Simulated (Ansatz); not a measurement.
The first iterations of a band of GeH₄S₂ (7 atoms, charge 0, multiplicity 1).

Level of theory: RKS B3LYP-D4/def2-SVP (Ansatz 0.2.0).

| Item | Value |
| --- | --- |
| movable images | 8 |
| climbing image | no |
| spring | 5.0 eV/Å² |
| optimiser | quadratic models (default) |
| start path | through a guess of the saddle point |
| force threshold | 0.05 eV/Å |
| iteration limit | 51 |
| end points | relaxed |

First end point:

```xyz
7
Properties=species:S:1:pos:R:3
S -2.019 -0.088 -0.188
Ge 0.076 0.588 0.263
S 1.441 -1.044 0.985
H -1.679 -0.746 -1.320
H 0.688 1.249 -0.987
H -0.061 1.560 1.444
H 1.615 -1.586 -0.243
```

Last end point:

```xyz
7
Properties=species:S:1:pos:R:3
S -1.803 -0.614 -0.814
Ge 0.086 0.285 0.000
S 1.285 -1.441 0.791
H -2.586 0.393 -0.361
H 0.925 0.982 -1.092
H -0.304 1.285 1.108
H 2.459 -0.957 0.322
```

| iteration | highest image above the first end (eV) | largest band force component (eV/Å) |
| --- | --- | --- |
| 1 | 5.606 | 26.777 |
| 2 | 0.794 | 6.647 |
| 3 | 0.355 | 3.433 |

Problem. Does the band converge within its limit, and where does its top end?

Solution. The run converged. It ended after 10 iterations with the highest image 0.086 eV above the first end. No image climbed, so the highest image needn't sit at the top of the path.

The run took 5.4 min on 1 thread of Arm Neoverse V1, on a shared host, peak memory 0.19 GiB.
